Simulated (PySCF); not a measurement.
Al(Br)(Me)(NH2) (CH5AlBrN), SMILES [NH2][Al]([Br])[CH3].

Coordinates come from a TPSSh-D3(BJ)/def2-SVP optimisation. The structure was generated by enumeration; whether it is a known compound was not checked. Other conformers were not sampled.

The numbers are results of TDDFT-PBE/def2-SVPD (PySCF), not measurements.

Vertical excitations. 

```tsv
state	energy (eV)	λ (nm)	f	main pairs
S1	5.17	240	0.019	HOMO→LUMO 99 %
S2	5.76	215	0.033	HOMO−1→LUMO 87 %
S3	6.00	207	0.000	HOMO−1→LUMO+1 97 %
S4	6.01	206	0.131	HOMO→LUMO+1 83 %
S5	6.12	203	0.057	HOMO−2→LUMO 95 %
S6	6.49	191	0.018	HOMO−3→LUMO 68 %, HOMO−2→LUMO+1 30 %
S7	6.52	190	0.023	HOMO→LUMO+2 98 %
S8	6.68	186	0.093	HOMO−2→LUMO+1 61 %, HOMO−3→LUMO 26 %
S9	6.74	184	0.007	HOMO−3→LUMO+1 97 %
S10	6.79	182	0.005	HOMO→LUMO+3 98 %
T1	4.91	253	0	HOMO→LUMO 99 %
T2	4.98	249	0	HOMO→LUMO+1 98 %
T3	5.57	223	0	HOMO−1→LUMO 99 %
T4	5.84	212	0	HOMO−1→LUMO+1 92 %
```
Triplets are in the Tamm–Dancoff approximation, which puts them higher than full response would, so one can lie above its singlet here.
